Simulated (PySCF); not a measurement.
A GIAO shielding run with PySCF 2.14 (density fitting, non-relativistic, gas phase) on SMILES Bc1ccoc1, C$_{4}$H$_{5}$BO:

```
{"job": {"kind": "nmr", "xc": "HF", "basis": "pcSseg-2", "pop": false}, "charge": 0, "multiplicity": 1}
B      1.991334    -0.191699    -0.039799
C      0.470606    -0.139607    -0.139092
C     -0.496400     0.678314     0.559493
C     -1.719493     0.321068     0.096746
O     -1.597889    -0.659736    -0.840535
C     -0.299673    -0.924365    -0.972554
H      2.590719     0.531315     0.722373
H      2.610388    -0.967985    -0.731995
H     -0.282062     1.434449     1.312122
H     -2.734479     0.644619     0.312043
H     -0.034356    -1.695506    -1.693822
```

Hardware: 1 thread of an Arm Neoverse V1, shared host. The job also computes ring-centre shieldings.

Question: How large is the calculation?

Answer: 42 electrons, 286 basis functions and 751 auxiliary functions.

Question: How long does it take?

Answer: 18 s of wall time, with 11 SCF cycles and 8 response iterations. Times on a shared host scatter by some tens of per cent.

Question: And these other runs on the same molecule and hardware: GIAO shielding at PBE0/pcSseg-1; spin–spin coupling at B3LYP/pcJ-1?

Answer: PBE0/pcSseg-1: 127 functions, 11 s; B3LYP/pcJ-1: 212 functions, 27 s.
